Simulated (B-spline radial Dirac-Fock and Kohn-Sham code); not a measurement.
**Energy-loss ionisation edge M3 of Cd**

System: neutral cadmium, configuration [Kr] 4d10 5s2. Method: the first Born approximation with generalised oscillator strengths from a Dirac-Hartree-Slater potential (longitudinal and transverse terms; continuum final states only, so no white lines or fine structure). Computed with a radial B-spline solver. The edge is taken at 618.4 eV (tabulated value).

Partial cross sections σ(β, Δ) in barn, integrated over a window Δ above the edge and up to the collection semi-angle β, for parallel illumination:

| E₀ (kV) | β (mrad) | Δ = 25 eV | Δ = 50 eV | Δ = 100 eV | Δ = 200 eV | Δ = 300 eV |
| --- | --- | --- | --- | --- | --- | --- |
| 60 | 20 | 353 | 767 | 1520 | 2640 | 3400 |
| 60 | 50 | ? | ? | ? | ? | ? |
| 80 | 20 | 333 | 727 | 1450 | 2540 | 3290 |
| 100 | 20 | 315 | 691 | 1380 | 2440 | 3180 |
| 120 | 5 | 113 | 238 | 453 | 764 | 969 |
| 120 | 50 | 391 | 913 | 1960 | 3610 | 4810 |
| 120 | 100 | 418 | 990 | 2180 | 4090 | 5540 |
| 200 | 5 | 128 | 273 | 525 | 902 | 1160 |
| 200 | 20 | 263 | 588 | 1200 | 2150 | 2830 |
| 200 | 100 | 324 | 763 | 1670 | 3130 | 4240 |
| 300 | 5 | 139 | 296 | 574 | 997 | 1290 |
| 300 | 10 | 195 | 425 | 846 | 1490 | 1960 |
| 300 | 50 | 274 | 639 | 1390 | 2590 | 3490 |
| 300 | 100 | 277 | 648 | 1410 | 2640 | 3580 |

Q: Give the row for 60 kV and 50 mrad.

A: 541 b for 25 eV, 1250 b for 50 eV, 2630 b for 100 eV, 4750 b for 200 eV, 6250 b for 300 eV.
